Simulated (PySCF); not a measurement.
# Spin-rotation constants: `C[SiH2]N[SiH2][SiH3]`, CH11NSi3

Cartesian coordinates in Å; atom numbers follow the order of the lines, from 1:
```xyz
16

C    -1.691    0.761   -0.656
Si   -1.619   -0.063    1.044
N    -0.110   -0.902    1.183
Si    1.152   -1.234    0.030
Si    2.092    0.714   -0.770
H    -0.935    1.533   -0.758
H    -2.659    1.225   -0.817
H    -1.535    0.039   -1.452
H    -1.682    0.938    2.119
H    -2.730   -1.016    1.197
H    -0.008   -1.384    2.061
H     0.603   -2.090   -1.038
H     2.093   -2.078    0.784
H     3.559    0.676   -0.709
H     1.698    1.932   -0.052
H     1.766    0.958   -2.180
```

The calculation used GIAO PW91/cc-pVDZ magnetisability, rotational g tensor and spin-rotation constants, non-relativistic, gas phase (PySCF 2.14.0). Geometry: GFN2-xTB.

Question: Give the nuclear spin-rotation constants along the inertial axes (H = +C I·J) beside the isotropic shieldings.

Answer: Rotational constants 3.3412, 1.3693, 1.0933 GHz. A star marks the isotopologue with that one atom substituted, in its own axes.
| atom | isotope | Caa (kHz) | Cbb (kHz) | Ccc (kHz) | mean (kHz) | σ (ppm) |
| --- | --- | --- | --- | --- | --- | --- |
| N3 | 14N | 0.127 | 0.008 | 0.026 | 0.053 | 275.6 |
| H6 | 1H | -0.173 | -0.098 | -0.103 | -0.125 | 31.2 |
| H7 | 1H | -0.155 | -0.077 | -0.132 | -0.121 | 31.5 |
| H8 | 1H | -0.339 | -0.146 | -0.010 | -0.165 | 31.2 |
| H9 | 1H | -0.265 | -0.107 | 0.042 | -0.110 | 26.5 |
| H10 | 1H | -0.025 | -0.082 | -0.057 | -0.054 | 26.5 |
| H11 | 1H | -0.400 | -0.053 | -0.117 | -0.190 | 32.7 |
| H12 | 1H | -0.290 | -0.109 | 0.056 | -0.114 | 26.1 |
| H13 | 1H | -0.239 | 0.040 | -0.089 | -0.096 | 26.4 |
| H14 | 1H | 0.060 | -0.122 | -0.095 | -0.052 | 28.3 |
| H15 | 1H | -0.258 | -0.083 | -0.024 | -0.121 | 28.2 |
| H16 | 1H | -0.319 | -0.042 | -0.035 | -0.132 | 28.2 |
| C1 | 13C* | 0.284 | 0.141 | 0.107 | 0.177 | 199.2 |
| Si2 | 29Si* | -1.793 | -0.679 | -0.607 | -1.026 | 433.8 |
| Si4 | 29Si* | -1.501 | -0.746 | -0.580 | -0.942 | 452.0 |
| Si5 | 29Si* | -1.465 | -0.605 | -0.487 | -0.852 | 505.9 |

For the geometry as given, no vibrational averaging.
